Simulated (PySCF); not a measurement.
## O⁺: ionisation energy

O⁺ [He] 2s2 2p3 (4S) → O²⁺ [He] 2s2 2p2 (3P), as a difference of total energies. All numbers are calculated (PySCF 2.14, the spin-free X2C one-electron Hamiltonian (Gaussian nucleus), in aug-cc-pVDZ-DK (4s3p2d, 23 functions)). Correlated levels: valence: 1s2 frozen. The calculations carry no spin-orbit coupling.

| method | ionisation energy (eV) | error (eV) |
| --- | --- | --- |
| UHF | 34.549 | -0.572 |
| M06-2X | 35.147 | +0.026 |
| M06-L | 35.377 | +0.256 |
| MP2 (valence) | 34.982 | -0.139 |
| SCS-MP2 (valence) | 34.784 | -0.337 |
| CCSD (valence) | 34.800 | -0.321 |
| CCSD(T) (valence) | 34.804 | -0.317 |

Reference: 35.121 eV (measured; NIST Atomic Spectra Database, ionization energies).

Errors of the correlated levels include the incompleteness of this basis and the frozen core.
